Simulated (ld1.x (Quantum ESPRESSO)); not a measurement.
**Ranking ultrasoft potentials for P**

All share these settings but for the change named:

- Element: P (Z = 15)
- Generator: ld1.x (Quantum ESPRESSO) 7.5
- Type: ultrasoft
- Functional: PBE
- Relativity: non-relativistic
- Frozen core: [Ne]
- Valence charge: 5
- Reference configuration: 3s1.5 3p3.5
- Partial waves: 3s (bound): rcut 1.30, rcutus 1.80 bohr; 3s channel at -0.7 Ry: rcut 1.30, rcutus 1.80 bohr; 3p (bound): rcut 1.65, rcutus 1.75 bohr; 3p channel at 0.35 Ry: rcut 1.65, rcutus 1.75 bohr
- Local potential: all-electron potential smoothed inside 1.55 bohr (lloc = -1)
- Core correction: none
- Augmentation charge: built from norm-conserving waves at rcut, not smoothed further

Cutoff: the first of the cutoffs (Ry, on a coarse ladder) from which the occupation-weighted sum of valence levels, in a spherical-Bessel basis at the reference potential, stays within 10 and 1 mRy of its value at 400 Ry; the density cutoff is not measured.

The base gives 12 Ry.

Of 6 variants that were run, those that failed, showed a ghost or another fault, or gave nearly equal values are left out.

A variant can come out equal or close to the base.

Rank these variants from softest to hardest (loose cutoff).
A. all radii scaled by about 1.28 (s 2.30, p 2.24 bohr, rcut 1.66/2.10); local potential all-electron potential smoothed inside 1.98 bohr (lloc = -1)
B. all radii scaled by about 0.78 (s 1.40, p 1.36 bohr, rcut 1.02/1.28); local potential all-electron potential smoothed inside 1.20 bohr (lloc = -1)
C. all radii scaled by about 1.38 (s 2.48, p 2.42 bohr, rcut 1.80/2.28); local potential all-electron potential smoothed inside 2.14 bohr (lloc = -1)
D. all radii scaled by about 1.09 (s 1.96, p 1.90 bohr, rcut 1.42/1.80); local potential all-electron potential smoothed inside 1.68 bohr (lloc = -1)

C (10 Ry), A (12 Ry), D (15 Ry), B (18 Ry).
